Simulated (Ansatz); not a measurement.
The lowest singlet and triplet of SH (SMILES [SH+]); geometries from B3LYP-D3(BJ)/def2-TZVP, each state relaxed from the structure named, with no frequency check, low spin by broken symmetry.
Singlet (charge 1, multiplicity 1):
```tsv
atom	x (Å)	y (Å)	z (Å)
S	0.0000	0.0000	-0.0807
H	0.0000	0.0000	1.2908
```
Triplet (charge 1, multiplicity 3):
```json
[
 {"atom": "S", "x (Å)": "0.0000", "y (Å)": "0.0000", "z (Å)": "-0.0807"},
 {"atom": "H", "x (Å)": "0.0000", "y (Å)": "0.0000", "z (Å)": "1.2904"}
]
```

A positive gap puts the triplet lower; no zero-point energy. R- takes a restricted singlet, here one determinant of a half-filled degenerate or near-degenerate pair, which mixes singlet states. The triplet is unrestricted in single-reference levels. Active spaces average the two states.

Correlated levels freeze the cores.

Run with Ansatz (a quantum-chemistry and plane-wave program) with Gaussian orbitals. 

R-PBE/def2-TZVPP gives 185.7 kJ/mol for the gap E(singlet) − E(triplet), adiabatic.

Q: Predict the shift from PBE, with its sign, for: R-r2SCAN/def2-TZVPP, R-B3LYP/def2-TZVPP, R-wB97M-V/def2-TZVPP, R-B2PLYP/def2-TZVPP, R-MP2/cc-pV(Q+d)Z, R-CCSD(T)/cc-pV(Q+d)Z, SC-NEVPT2 on SA-CASSCF(6,5)/cc-pV(Q+d)Z, FIC-MRCISD+Q on SA-CASSCF(6,5)/cc-pV(Q+d)Z, FCI/cc-pV(D+d)Z.

A: R-r2SCAN/def2-TZVPP 27.1; R-B3LYP/def2-TZVPP -11.4; R-wB97M-V/def2-TZVPP -30.2; R-B2PLYP/def2-TZVPP -7.6; R-MP2/cc-pV(Q+d)Z -2.5; R-CCSD(T)/cc-pV(Q+d)Z -41.6; SC-NEVPT2 on SA-CASSCF(6,5)/cc-pV(Q+d)Z -60.5; FIC-MRCISD+Q on SA-CASSCF(6,5)/cc-pV(Q+d)Z -67.0; FCI/cc-pV(D+d)Z -45.5 kJ/mol. 1 of 9 lie above PBE; the widest gap is to FIC-MRCISD+Q on SA-CASSCF(6,5)/cc-pV(Q+d)Z.

Doubts at one or more of the structures used: a restricted determinant that unrestricted orbitals would lower (R-PBE/def2-TZVPP, R-r2SCAN/def2-TZVPP, R-B3LYP/def2-TZVPP, R-wB97M-V/def2-TZVPP, R-B2PLYP/def2-TZVPP, R-MP2/cc-pV(Q+d)Z, R-CCSD(T)/cc-pV(Q+d)Z).
